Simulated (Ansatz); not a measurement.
Geometry optimisation, DFT PBE, scalar-relativistic, plane waves, PAW (Ansatz 0.2.0).

Input:

```yaml
crystal:
  lattice:
    - [0.0, 5.43, 5.43]
    - [5.43, 0.0, 5.43]
    - [5.43, 5.43, 0.0]
  atoms:
    - { symbol: Si, position: [0.0, 0.0, 0.0] }
    - { symbol: Si, position: [0.125, 0.125, 0.125] }
    - { symbol: Si, position: [0.0, 0.0, 0.5] }
    - { symbol: Si, position: [0.125, 0.125, 0.625] }
    - { symbol: Si, position: [0.0, 0.5, 0.0] }
    - { symbol: Si, position: [0.125, 0.625, 0.125] }
    - { symbol: Si, position: [0.0, 0.5, 0.5] }
    - { symbol: Si, position: [0.125, 0.625, 0.625] }
    - { symbol: Si, position: [0.5, 0.0, 0.0] }
    - { symbol: Si, position: [0.625, 0.125, 0.125] }
    - { symbol: Si, position: [0.5, 0.0, 0.5] }
    - { symbol: Si, position: [0.625, 0.125, 0.625] }
    - { symbol: Si, position: [0.5, 0.5, 0.0] }
    - { symbol: Si, position: [0.625, 0.625, 0.125] }
    - { symbol: Si, position: [0.5, 0.5, 0.5] }
    - { symbol: Si, position: [0.625, 0.625, 0.625] }
    - { symbol: Ti, position: [0.7502174, 0.7517142, 0.7458651] }
basis:
  ecutwfc: 420.0
kpoints:
  mp_grid: { grid: [2, 2, 2] }
hamiltonian:
  xc: pbe
  pseudopotentials: { kind: paw, azcp: { folder: soft_1 } }
scf:
  occupations: { method: gaussian, width: 0.05 }
  lower_state_search: "off"
relax:
  f_tol: 0.03
  max_steps: 60
  adjacent_minimum: "off"
output:
  write_density: true
  write_potential: true
  elf: true
  volumetric_format: npy
```

Run as:

```bash
$ ansatz run input.yaml --threads 1 --pin off --max-ram 3072MiB --backend cpu --events-out ev --progress --plain --runs-dir out
```

Q: Where does it end, and by what steps?

A: It converged. Limits of this set-up: coarse k mesh. After 3 steps the energy has fallen by 0.378 eV; Si12 moved furthest, 0.08 Å.

```csv
step,energy less start (eV),largest force component (eV/Å),accepted
0,0.0000,1.085,yes
1,-0.3543,0.306,yes
2,-0.3780,0.038,yes
3,-0.3783,0.002,yes
```

```xyz
17
Lattice="0.0000 5.4300 5.4300 5.4300 0.0000 5.4300 5.4300 5.4300 0.0000" Properties=species:S:1:pos:R:3
Si -0.001 -0.002 0.001
Si 1.340 1.340 1.342
Si 2.714 2.713 0.037
Si 4.087 4.087 1.343
Si 2.714 0.035 2.715
Si 4.088 1.340 4.089
Si 5.393 2.714 2.716
Si 6.742 4.116 4.118
Si 0.035 2.714 2.715
Si 1.341 4.087 4.089
Si 2.714 5.393 2.716
Si 4.116 6.742 4.117
Si 2.715 2.714 5.395
Si 4.117 4.116 6.743
Si 5.430 5.430 5.430
Si 6.743 6.742 6.743
Ti 8.144 8.144 8.146
```

Time of the run: 31 s on 1 thread of Arm Neoverse V2, with other jobs on the host, peak memory 0.55 GiB.
